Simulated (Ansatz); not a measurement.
Program: Ansatz. Geometries: PBE0-D4/def2-TZVP. ΔE: electronic, gas phase. CCSD(T)/CBS is the MP2 limit (def2-TZVPP, def2-QZVPP) plus CCSD(T) − MP2 in def2-TZVPP, frozen cores. This one scheme is used for every species. Functionals use def2-TZVPP. B3LYP here is the variant with VWN-RPA as its local correlation; programs differ in this. def2 core potentials past Kr. For Sb outer-core shells are correlated without core-valence functions, which leaves a few kJ/mol of doubt a bond. One conformer a species, not always the lowest.

Consider the ligand exchange at the Sb–C bond: `C[CH](C)[SbH2]` + `C=C=N` → `C=C=[N][SbH2]` + propane.

```tsv
level	ΔE (kJ/mol)	difference from CCSD(T)/CBS
BLYP-D4	-41.2	-10.5
B97M-V	-45.6	-14.9
r2SCAN0-D4	-36.5	-5.8
ωB97X-V	-37.6	-6.9
PBE-QIDH	-35.3	-4.6
revPBE	-43.0	-12.3
r2SCAN	-38.8	-8.1
B3LYP	-48.0	-17.3
r2SCANh	-38.3	-7.6
r2SCAN0	-37.7	-7.0
CAM-B3LYP	-45.4	-14.7
LC-ωPBE	-38.1	-7.4
CCSD(T)/def2-SVP	-31.2	-0.5
MP2/def2-TZVPP	-32.8	-2.1
CCSD(T)/def2-TZVPP	-31.6	-0.9
MP2/CBS(def2)	-31.9	-1.2
CCSD(T)/CBS	-30.7	0
```

Largest T1 diagnostic among the species: 0.015.

In def2-TZVPP, CCSD(T) changes the Hartree–Fock value by +23.8 kJ/mol (the triples alone add +1.8 kJ/mol) and MP2 by +22.6 kJ/mol. Leaving LDA and LC-ωPBE aside and taking each functional with its dispersion term where it has one, the values spread over 11.6 kJ/mol, from B97M-V to PBE0-D4. LDA lies +12.7 kJ/mol from PBE without D4.
